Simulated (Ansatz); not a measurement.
Cost and result for the atomization energy of F₃H₃OSi₂, SMILES `F[SiH2]O[SiH](F)F` (9 atoms, 8 bonds).

Cartesian coordinates in Å:
```
F -0.7717 -2.0497 -1.5540
Si 0.4406 -1.2514 -0.9071
O -0.1826 -0.1084 0.0615
Si -0.4609 1.2190 0.9122
F 0.3478 1.1474 2.2671
F 0.0746 2.4774 0.1211
H 1.2314 -2.1993 -0.0986
H 1.2069 -0.6207 -2.0000
H -1.8861 1.3858 1.1978
```

The species carries charge 0 and has multiplicity 1. Geometry: relaxed with PBE0-D4/def2-TZVP. It is one conformer, not always the lowest. Program: Ansatz. All runs use 4 threads of an AMD EPYC 9R45 on a shared host. Times are those of one run each, without the atoms' runs, and a repeat can differ threefold. Electronic energies, without spin–orbit coupling; frozen cores. CCSD(T)/CBS adds CCSD(T) − MP2 in def2-TZVPP to the MP2 limit, and its time is that of the two runs behind it. T1 = 0.012. B3LYP takes the VWN-RPA correlation (the form of Gaussian; ORCA's B3LYP/G).

CCSD(T)/CBS is a level of theory with its own doubt, some kJ/mol a heavy atom from the limit and from the frozen cores, so smaller differences don't rank the functionals.

| level | functions | wall time | atomization (kJ/mol) | difference from CCSD(T)/CBS | per bond |
| --- | --- | --- | --- | --- | --- |
| PBE-D4/def2-TZVPP (with forces) | 250 | 0.9 s | 3705.6 | -39.0 | -4.9 |
| PBE0-D4/def2-TZVPP | 250 | 1.1 s | 3634.5 | -110.1 | -13.8 |
| r2SCAN-D4/def2-TZVPP (with forces) | 250 | 1.4 s | 3710.7 | -33.9 | -4.2 |
| B3LYP-D4/def2-TZVPP (with forces) | 250 | 1.6 s | 3678.8 | -65.8 | -8.2 |
| B2PLYP/def2-TZVPP | 250 | 1.8 s | 3675.6 | -69.0 | -8.6 |
| ωB97X-V/def2-TZVPP | 250 | 2.4 s | 3721.2 | -23.4 | -2.9 |
| ωB97M-V/def2-TZVPP (with forces) | 250 | 3.5 s | 3715.4 | -29.2 | -3.6 |
| MP2/def2-QZVPP | 458 | 6 s | 3830.7 | 86.1 | 10.8 |
| CCSD(T)/def2-TZVPP | 250 | 57 s | 3626.8 | -117.8 | -14.7 |
| CCSD(T)/CBS(def2) | – | 63 s | 3744.6 | 0.0 | 0.0 |

In def2-TZVPP, CCSD(T) changes the Hartree–Fock value by +819.7 kJ/mol (the triples alone add +47.4 kJ/mol) and MP2 by +949.6 kJ/mol; breaking electron pairs costs correlation energy, which Hartree–Fock lacks. The D4 term adds +31.1 kJ/mol with B3LYP and +16.3 kJ/mol with PBE0; it sums over pairs of atoms, weighted by their polarisabilities, and B3LYP, whose exchange is more repulsive, gets the larger term. From PBE to PBE0 (25 % exact exchange), in def2-TZVPP and without D4, the atomization energy moves by −68.2 kJ/mol: exact exchange takes away binding that semilocal exchange gives to molecules.
